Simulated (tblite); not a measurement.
Start geometry of `CS[SiH2]P[SiH3]` from a force field or distance geometry (Å):
```
atom  x, y, z in Å
C1    -3.067   -0.124    0.866
S2    -1.348    0.158    1.277
Si3   -0.348    1.209   -0.300
P4     1.231    0.037   -1.218
Si5    3.028   -0.168    0.027
H6    -3.475    0.763    0.312
H7    -3.098   -0.957    0.131
H8    -3.622   -0.331    1.799
H9    -1.374    1.478   -1.343
H10    0.101    2.538    0.147
H11    1.490    0.316   -2.598
H12    4.096   -0.746   -0.823
H13    2.823   -1.023    1.211
H14    3.563    1.130    0.490
```

Task: What comes out of this run: GFN2-xTB geometry optimisation, gas phase (tblite)?

Result: 
```
atom  x, y, z in Å
C1    -2.1042   -0.4025    0.8478
S2    -1.4207    1.2241    1.2959
Si3   -0.4397    1.7646   -0.5325
P4     0.5738   -0.0319   -1.3857
Si5    2.2016   -0.3979    0.1067
H6    -2.9487   -0.2687    0.1790
H7    -1.3329   -1.0031    0.3705
H8    -2.4291   -0.8742    1.7688
H9    -1.4381    2.1962   -1.5121
H10    0.4162    2.8714   -0.1225
H11    1.3318    0.7072   -2.2660
H12    3.0932   -1.3768   -0.5131
H13    1.5567   -0.9499    1.2958
H14    2.9394    0.8209    0.4454
```

The energy falls by 19.4 kcal/mol over 204 L-BFGS steps, the largest force on an atom goes from 1.77 to 0.009 eV/Å, and the atoms move by 1.024 Å rms after alignment. The bond that changes most is Si3–P4 (SiH2 silicon to three-coordinate phosphorus), which lengthens by 0.062 Å. Bonds longer at the end by more than 0.005 Å: 3 of 13; shorter: 9. Among the angles that change most is Si3–P4–H11, from 115.7° to 93.6°. Among the dihedrals that turn most is C1–S2–Si3–H10, from 116° to -165°. Rotational constants go from 3972, 809.2, 741.3 to 2657, 1107, 1005 MHz. The orientation of the end geometry is arbitrary; only internal coordinates are fixed.

Time: 1.2 s of wall time. Hardware: one thread of an Arm Neoverse V2, shared host with 32 logical CPUs at a one-minute load of 17.

Its GFN2-xTB frequencies are all real (lowest 37 cm⁻¹). The numbers are those of one conformer.

The numbers are calculated, not measured.
